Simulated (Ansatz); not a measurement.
Computed with Ansatz on PBE0-D4/def2-TZVP structures; ΔE is electronic, products minus reactants. CCSD(T)/CBS is the MP2 limit (def2-TZVPP, def2-QZVPP) plus CCSD(T) − MP2 in def2-TZVPP, frozen cores. Functionals use def2-TZVPP. B3LYP here is the variant with VWN-RPA as its local correlation; programs differ in this. For Ge outer-core shells are correlated without core-valence functions, which leaves a few kJ/mol of doubt a bond. Scalar relativity is left out up to krypton. Each species was taken in one conformer, which may not be the lowest.

Reaction (redistribution): `O[SiH2][GeH2][OH]` + `CN(C)[SiH](O)O` → `[OH][GeH2][SiH](O)O` + `CN(C)[SiH2]O`

`O[SiH2][GeH2][OH]`:

```xyz
10

O     0.019    2.362   -0.639
Si    0.540    0.811   -0.871
Ge   -0.281   -0.640    0.844
O     0.065   -2.292    0.238
H    -0.920    2.534   -0.725
H     2.020    0.873   -0.829
H     0.099    0.272   -2.188
H     0.403   -0.455    2.218
H    -1.808   -0.495    1.069
H    -0.137   -2.971    0.884
```

`CN(C)[SiH](O)O`:

```xyz
15

C     0.204   -1.546    0.645
N     0.318   -0.231    0.062
C     1.683    0.183   -0.159
Si   -0.967    0.884   -0.013
O    -2.317   -0.049   -0.110
O    -0.754    1.905   -1.280
H    -0.843   -1.813    0.779
H     0.664   -2.299   -0.007
H     0.708   -1.605    1.621
H     2.264    0.196    0.775
H     2.193   -0.500   -0.852
H     1.718    1.185   -0.590
H    -1.106    1.824    1.127
H    -3.140    0.372    0.141
H    -0.627    1.496   -2.139
```

`[OH][GeH2][SiH](O)O`:

Z-matrix (Å, degrees):
```
Ge
Si 1 2.384
O 1 1.809 2 94.9
H 1 1.545 2 117.5 3 113.7
H 1 1.543 2 117.8 3 -114.0
O 2 1.638 1 102.8 3 -12.2
O 2 1.643 1 106.0 3 108.5
H 2 1.484 1 117.4 3 -128.9
H 3 0.959 1 114.5 2 -175.4
H 6 0.965 2 113.9 1 18.9
H 7 0.959 2 118.1 1 178.6
```

`CN(C)[SiH2]O`:

Cartesian coordinates in Å:
```
C -1.121 -0.426 -1.046
N 0.084 -0.140 -0.306
C 0.952 0.810 -0.954
Si 0.279 -0.640 1.315
O -0.583 0.172 2.467
H -1.753 0.464 -1.172
H -0.882 -0.808 -2.047
H -1.714 -1.186 -0.532
H 1.861 0.958 -0.368
H 0.471 1.790 -1.090
H 1.250 0.452 -1.948
H 1.733 -0.506 1.595
H -0.234 -2.022 1.445
H -0.343 1.082 2.643
```

| level | ΔE (kJ/mol) |
| --- | --- |
| PBE-D4 | -3.3 |
| r2SCAN-D4 | 0.8 |
| PBE0-D4 | -0.1 |
| B3LYP-D4 | -1.4 |
| ωB97X-V | -0.8 |
| SCS-MP2/def2-TZVPP | -0.1 |
| HF/def2-QZVPP | 8.1 |
| HF/CBS(def2) | 8.1 |

What does CCSD(T)/CBS give? (Best estimate.)

Computed: +0.1 kJ/mol. The listed levels differ from it by -3.4, 0.7, -0.2, -1.5, -0.9, -0.2, 8.0, 8.0 kJ/mol.

Largest T1 diagnostic among the species: 0.012.

In def2-TZVPP, CCSD(T) changes the Hartree–Fock value by −6.7 kJ/mol (the triples alone add −1.5 kJ/mol) and MP2 by −8.8 kJ/mol. From PBE to PBE0 (25 % exact exchange), in def2-TZVPP and without D4, ΔE moves by +3.1 kJ/mol.
